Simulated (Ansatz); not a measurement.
Task: Name a neutral molecule of Al, C, F, O and H with LUMO energy (PBE0/def2-TZVPP) between -0.65 and -0.35 eV and HOMO–LUMO gap (ωB97M-V/def2-TZVPP) between 11.85 and 12.15 eV (Ansatz, PBE0-D4/def2-TZVP geometry).

Result: `C[O][AlH][F]` (-0.42 eV, 11.99 eV). Other molecules can fit too; these were computed, each in one conformer that needn't be the lowest.
